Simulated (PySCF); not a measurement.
# Molecular orbitals of KMg

PBE at R = 3.931 Å; basis K aug-pcseg-1, Mg aug-pcseg-1; no relativity; PySCF 2.14. State: ²Σ⁺ (doublet), unpaired electrons σ ↑. Only the outer orbitals are listed, counted within each symmetry.

| spin | orbital | occ. | ε (eV) | on K (%) | main shells (%) |
| --- | --- | --- | --- | --- | --- |
| α | 7σ | 1 | -34.93 | 100 | 100 K s |
| α | 3π | 1 | -18.93 | 100 | 100 K p |
| α | 3π | 1 | -18.93 | 100 | 100 K p |
| α | 8σ | 1 | -18.89 | 100 | 100 K p |
| α | 9σ | 1 | -4.74 | 11 | 89 Mg s |
| α | 10σ | 1 | -2.52 | 74 | 73 K s, 22 Mg p |
| α | 4π | 0 | -1.53 | 29 | 71 Mg p, 25 K p |
| α | 4π | 0 | -1.53 | 29 | 71 Mg p, 25 K p |
| α | 11σ | 0 | -1.46 | 49 | 47 Mg p, 32 K p, 16 K s |
| β | 7σ | 1 | -34.87 | 100 | 100 K s |
| β | 3π | 1 | -18.84 | 100 | 100 K p |
| β | 3π | 1 | -18.84 | 100 | 100 K p |
| β | 8σ | 1 | -18.81 | 100 | 100 K p |
| β | 9σ | 1 | -4.57 | 5 | 94 Mg s |
| β | 10σ | 0 | -1.90 | 64 | 64 K s, 32 Mg p |
| β | 4π | 0 | -1.35 | 18 | 82 Mg p, 12 K p |
| β | 4π | 0 | -1.35 | 18 | 82 Mg p, 12 K p |

Q: Which are the highest filled and the lowest empty level, where do they sit, and how wide is the gap?

A: Highest filled α 10σ at -2.52 eV (in %: 73 K s, 22 Mg p); lowest empty β 10σ at -1.90 eV (in %: 64 K s, 32 Mg p); the gap at PBE is 0.62 eV.

- bond order (Mayer): 0.50
- ⟨S²⟩: 0.754
- charge on K (Mulliken, basis-dependent): 0.10
- charge on K (Löwdin, basis-dependent): -0.08
- dipole moment (positive dipole means K(−)Mg(+)): -1.96 D
- polarisability along the bond: 605.5 bohr³
- polarisability across the bond: 279.7 bohr³

The state is the lowest determinant that a PBE0 search found; another state may lie lower at other levels.
